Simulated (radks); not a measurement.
Valence configurations of neutral silicon (all share [Ne]). Method: scalar-relativistic Kohn-Sham, PBE, spin-polarised, spherical densities, finite nucleus; open shells are filled with parallel spins first; Fermi nuclear charge, rms radius 3.1224 fm; computed with a radial shooting solver on a logarithmic mesh with Libxc functionals. Energies are relative to 3s2 3p2; eigenvalues in eV for spin up.

valence      E (eV)  moment (Bohr magnetons)   e(3p)    e(3s)
3s2 3p2       0.000                        2  -4.621  -11.374
3p4          13.771                        2  -5.800        -
3s1.5 3p2.5   2.314                        3  -5.072  -11.965
3s0.5 3p3.5   9.207                        3  -5.694  -12.762
3s1 3p3       4.195                        4  -5.443  -12.474

NIST lists [Ne] 3s2 3p2 as the ground configuration; this level of theory agrees among the configurations tried. The energies are those of spherical high-spin densities, not of single terms.
